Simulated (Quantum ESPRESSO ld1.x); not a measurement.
Cs+, configuration [Xe].

Calculated with ld1.x of Quantum ESPRESSO 7.5: Dirac Kohn-Sham, PW91, spin-unpolarised, spherical densities, point nucleus.

Energy parts (eV):
total: -212009
kinetic: 225784
electron-nucleus: -515239
Hartree: 82715
exchange-correlation: -5269

Orbitals (lengths in bohr, moments of r in powers of bohr; r(90%) holds 90 % of the orbital's charge):
orbital  occ.  eigenvalue (eV)  r(90%)
1s1/2       2       -35781.117  0.0470
2s1/2       2        -5615.050   0.173
2p1/2       2        -5282.984   0.154
2p3/2       4        -4930.574   0.162
3s1/2       2        -1171.494   0.439
3p1/2       2        -1032.779   0.434
3p3/2       4         -965.251   0.451
3d3/2       4         -721.449   0.426
3d5/2       6         -707.112   0.431
4s1/2       2         -225.315   1.000
4p1/2       2         -175.539    1.05
4p3/2       4         -161.748    1.09
4d3/2       4          -80.822    1.26
4d5/2       6          -78.534    1.27
5s1/2       2          -31.979    2.52
5p1/2       2          -19.865    2.96
5p3/2       4          -18.209    3.10

The highest occupied level is 5p3/2 at -18.209 eV. For comparison, the ionisation energy in NIST's Atomic Spectra Database is 23.157 eV (measured). In exact Kohn-Sham theory the highest level is minus the ionisation energy, but local and semilocal functionals leave it too shallow, through self-interaction and a potential that decays too fast; potentials with the right tail come closer. The density falls to 0.001 e/bohr^3 at r = 4.03 bohr. Summed over all electrons, <r^2> = 50.89 bohr^2, which gives a Langevin (diamagnetic) susceptibility term of -40.3 x 10^-6 cm^3/mol.
